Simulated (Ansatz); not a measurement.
```xyz
22

C    -0.242   -2.206   -0.865
C    -1.184   -1.387   -1.727
S    -0.418    0.015   -2.579
C    -0.635    1.344   -1.366
C     0.023    1.102   -0.044
C    -0.744    0.896    1.096
C    -0.143    0.630    2.319
C     1.237    0.575    2.415
C     2.013    0.790    1.282
C     1.410    1.049    0.064
H     0.593   -2.583   -1.459
H     0.167   -1.616   -0.045
H    -0.771   -3.064   -0.438
H    -2.029   -1.006   -1.148
H    -1.606   -2.003   -2.526
H    -0.208    2.221   -1.860
H    -1.703    1.532   -1.233
H    -1.826    0.939    1.024
H    -0.757    0.465    3.197
H     1.710    0.367    3.367
H     3.095    0.752    1.351
H     2.017    1.190   -0.824
```

The species carries charge 0 and has multiplicity 1.

(1) List the B3LYP/def2-TZVPP orbital energies in eV (the Gaussian-basis code of Ansatz). (Best estimate.)

Answers

(1) Ansatz gave: Occupied: -2417.48, -277.63, -277.45, -277.21, -276.99, -276.98, -276.96, -276.95, -276.90, -276.46, -215.46, -160.04, -159.95, -159.78, -23.69, -22.21, -21.06, -20.51, -19.68, -17.90, -16.74, -16.34, -15.59, -14.15, -12.99, -12.66, -12.62, -11.81, -11.66, -11.38, -11.23, -10.69, -10.41, -10.04, -9.71, -9.48, -9.25, -8.31, -7.18, -6.95, -6.02. Lowest empty: -0.65, -0.46, 0.85, 1.00, 1.48, 1.61, 1.91, 2.05.

B3LYP here is the variant with VWN-RPA as its local correlation; programs differ in this.
